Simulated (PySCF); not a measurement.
**Computed properties of C4H6Ge, SMILES C#C[C](=C)[GeH3]**

C4H6Ge, SMILES C#C[C](=C)[GeH3]. Geometry: B3LYP-D3(BJ)/def2-SVP. The structure was generated by enumeration, and PubChem lists no compound with its InChIKey, so it may never have been made. One conformer was computed; it need not be the lowest. All values are computed for the isolated molecule unless a solvent is named; none is compared with measurement here.

**Structure.** The optimised structure has Cs symmetry. All 27 harmonic modes at B3LYP-D3(BJ)/def2-SVP (PySCF) are real, so it is a minimum. With heavy atoms numbered as in [CH:1]#[C:2][C:3](=[CH2:4])[GeH3:5], the shortest bond between them is C1–C2 at 1.216 Å and the longest C3–Ge5 at 1.971 Å.

**Vibrations.** The strongest infrared lines (harmonic, unscaled, degenerate partners summed) lie at 832 cm⁻¹ (206 km/mol, H 96 %), 2138 cm⁻¹ (117 km/mol, H 98 %), 2141 cm⁻¹ (103 km/mol, H 98 %). The softest mode is at 104 cm⁻¹ and the zero-point energy is 46.8 kcal/mol.

**Electronic structure.** PBE0/def2-TZVP (PySCF) places the frontier levels at -7.22 and -1.22 eV, a gap of 6.00 eV, and gives a dipole moment of 0.40 D and a mean polarisability of 79.3 bohr³. PBE/def2-TZVP (PySCF) at the same geometry gives -6.20 and -2.15 eV, so its gap is 1.95 eV narrower. An orbital gap is neither the optical nor the fundamental gap.

**Excitations.** TDDFT-ωB97X/def2-SVPD (PySCF) has S1 at 5.23 eV (237 nm, f = 0.000, dark); the most intense of the 10 singlets computed lies at 7.36 eV (f = 0.32). T1 (TDA) is at 3.47 eV. TDDFT-PBE/def2-SVPD (PySCF) puts S1 at 4.53 eV. No vertical singlet excitation falls in the visible range (under 3.1 eV).

**NMR.** GIAO shifts at B3LYP/pcSseg-1 (PySCF) (non-relativistic, atoms alike by connectivity averaged): ¹³C from 87.5 to 150.4 ppm against TMS; ¹H from 3.7 to 6.5 ppm against TMS.
